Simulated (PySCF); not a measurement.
## Excitation energy of Pd+ by level of theory

Pd+ [Kr] 4d9 (2D) → Pd+ [Kr] 4d8 5s1 (4F), as a difference of total energies. All numbers are calculated (PySCF 2.14, the spin-free X2C one-electron Hamiltonian (Gaussian nucleus), in x2c-TZVPPall). Correlated levels: valence and next inner shell: [Ar] 3d10 frozen. The calculations carry no spin-orbit coupling.

```tsv
method	excitation energy (cm⁻¹)	error (cm⁻¹)
UHF	18922	-6841
MP2 (valence and next inner shell)	26591	+829
SCS-MP2 (valence and next inner shell)	26686	+923
CCSD (valence and next inner shell)	24305	-1457
CCSD(T) (valence and next inner shell)	24603	-1160
```

Reference: 25762 cm⁻¹ (measured; NIST levels, between the centres of gravity of the two terms).

Errors of the correlated levels include the incompleteness of this basis and the frozen core.

The basis was made for the ground configuration and has no added diffuse functions, so the excitation energy can come out too high.
